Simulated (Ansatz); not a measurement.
Input for Ansatz (a quantum-chemistry and plane-wave program): R-CCSD(T)/cc-pVTZ on FGeH3O (SMILES [OH][GeH2][F]), a point of a torsion scan. The run froze 16 orbitals, filled d shells among them.

Ansatz 0.2 input:
```yaml
crystal:
  periodic: [false, false, false]
  atoms:
    - {symbol: O, position_ang: [1.21970163, -0.11151700, -0.48563292]}
    - {symbol: Ge, position_ang: [-0.42306281, 0.06221836, -0.03208201]}
    - {symbol: F, position_ang: [-0.65512478, -1.06854699, 1.27731539]}
    - {symbol: H, position_ang: [1.91252652, 0.05776503, 0.15085468]}
    - {symbol: H, position_ang: [-1.20756633, -0.45913719, -1.18020222]}
    - {symbol: H, position_ang: [-0.75592542, 1.38307338, 0.59128792]}
basis:
  gaussian:
    orbitals: cc-pVTZ
magnetization: {spin_polarized: false}
correlation: {method: ccsd_t, electrons: outside_noble_gas}
scf: {lower_state_search: off}
```

The log:

```
WARN ansatz: RAYON_NUM_THREADS=1 ignored (pool sized by the plan → 1); use --threads N
Functional definition: HF
these checks for a lower state are left out or cut short: stability, starts, cluster_reference, orbital_swaps, neighbouring_geometries, increment
integrals: 0.32 GiB planned
878 factors; integrals over basis functions are off by at most 9.1e-4 eV
mean field: 0.41 GiB planned
mean field evaluation 1: about -61265.3656 eV, gradient 4.4e1 eV
mean field evaluation 2: about -61265.4427 eV, gradient 4.4e1 eV
mean field evaluation 4: about -61268.7636 eV, gradient 2.2e0 eV
mean field evaluation 8: about -61268.7871 eV, gradient 1.5e-1 eV
mean field -61268.78721126 eV, -2251.5864005381 hartree, gradient 1.0e-6 eV, S^2 0.000000; 0 other end points of the search recorded, 0 dependent functions left out
16 core orbitals not correlated
reference -61268.78721126 eV, -2251.5864005381 hartree; 10, 10 occupied and 119, 119 virtual orbitals, 878 factors
second order -16.85165799 eV of doubles, -0.00000000 eV of singles
coupled cluster: 0.83 GiB planned
cycle   1  -16.76367246 eV  change    8.8e-2 eV  update   8.6e-2
cycle   2  -17.13674491 eV  change   -3.7e-1 eV  update   2.6e-2
cycle   3  -17.23257840 eV  change   -9.6e-2 eV  update   1.3e-2
cycle   4  -17.21918789 eV  change    1.3e-2 eV  update   2.7e-3
cycle   5  -17.21800628 eV  change    1.2e-3 eV  update   1.3e-3
cycle   6  -17.21891678 eV  change   -9.1e-4 eV  update   4.0e-4
cycle   7  -17.21874749 eV  change    1.7e-4 eV  update   1.4e-4
cycle   8  -17.21867321 eV  change    7.4e-5 eV  update   4.1e-5
cycle   9  -17.21868435 eV  change   -1.1e-5 eV  update   1.5e-5
perturbative correction -0.52840977 eV, -0.0194187009 hartree
Total energy: -61286.53430538 eV, -2252.2385942178 hartree
Checks for a lower state left out: stability, starts, cluster_reference, orbital_swaps, neighbouring_geometries, increment
```

The calculation finished and met its thresholds.

Cost: very roughly 12 core-seconds.
